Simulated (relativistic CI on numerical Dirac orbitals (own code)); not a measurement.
## Au¹⁷⁺: q coefficients and field-shift factors

These numbers are calculated, not measured: Dirac-Coulomb-Breit CI, orbitals from a KLI potential per configuration, derivatives by finite differences, unscaled Slater integrals, QED left out (own radial code, finite nucleus).

Configurations in the expansion (outside the closed core [Kr] 4d10): 4f14 5s2, 4f14 5s 5p, 4f13 5s2 5p, 4f14 5s 5d, 4f14 5p2, 4f13 5p3, 4f14 5d2, 4f13 5p 5d2. Double excitations out of closed p, d and f shells are left out; levels of such configurations are missing from the list, as are those of other unlisted configurations, and high levels can miss mixing partners.

With x = (α/α₀)² − 1 an excitation energy changes as ω = ω₀ + qx; K = 2q/ω₀ is the relative enhancement. Terms are leading LS components, so labels can repeat. The field-shift factor is F = δν/δ⟨r²⟩ for the transition from the lowest level.

Lowest level 4f14 5s2 1S_0.

| Level | ω₀ (cm⁻¹) | q (cm⁻¹) | K | F (GHz/fm²) |
| --- | --- | --- | --- | --- |
| 4f14 5s 5p 3P°_0 | 296013 | 52060 | 0.352 | -630 |
| 4f14 5s 5p 3P°_1 | 321266 | 64620 | 0.402 | -634 |
| 4f13 5s2 5p 3D_3 | 359453 | -385800 | -2.15 | 101 |
| 4f13 5s2 5p 3G_4 | 363238 | -385900 | -2.12 | 101 |
| 4f13 5s2 5p 3G_3 | 390152 | -359400 | -1.84 | 103 |
| 4f13 5s2 5p 3F_2 | 398245 | -355900 | -1.79 | 103 |
| 4f14 5s 5p 3P°_2 | 485359 | 294400 | 1.21 | -681 |
| 4f13 5s2 5p 3G_5 | 546204 | -143000 | -0.524 | 48.6 |
| 4f13 5s2 5p 3D_2 | 549614 | -140900 | -0.513 | 48.5 |
| 4f13 5s2 5p 1F_3 | 557102 | -143700 | -0.516 | 48.8 |
| 4f14 5s 5p 1P°_1 | 560715 | 282200 | 1.01 | -669 |
| 4f13 5s2 5p 3F_4 | 564518 | -142100 | -0.503 | 48.6 |
| 4f13 5s2 5p 3D_1 | 568649 | -115500 | -0.406 | 50.6 |
| 4f13 5s2 5p 3G_4 | 580773 | -115500 | -0.398 | 50.6 |
| 4f13 5s2 5p 3F_2 | 588951 | -116700 | -0.396 | 50.4 |
| 4f13 5s2 5p 3F_3 | 593403 | -115400 | -0.389 | 50.7 |
| 4f14 5p2 3P_0 | 686561 | 121400 | 0.354 | -1280 |
| 4f14 5p2 3P_1 | 849851 | 352800 | 0.83 | -1320 |
| 4f14 5p2 1D_2 | 853827 | 351300 | 0.823 | -1290 |
| 4f14 5p2 3P_2 | 1022381 | 514000 | 1.01 | -1180 |
| 4f14 5s 5d 3D_1 | 1038052 | 311200 | 0.6 | -673 |
| 4f14 5s 5d 3D_2 | 1050796 | 348900 | 0.664 | -738 |
| 4f14 5s 5d 3D_3 | 1070995 | 345600 | 0.645 | -673 |

At this charge transitions that keep the count of f electrons are usually good to a few per cent. Levels that differ in their count of f electrons can be misplaced by several ten thousand cm⁻¹, since the correlation energy of f electrons is missing or only estimated; rates across such gaps can be off by orders of magnitude.
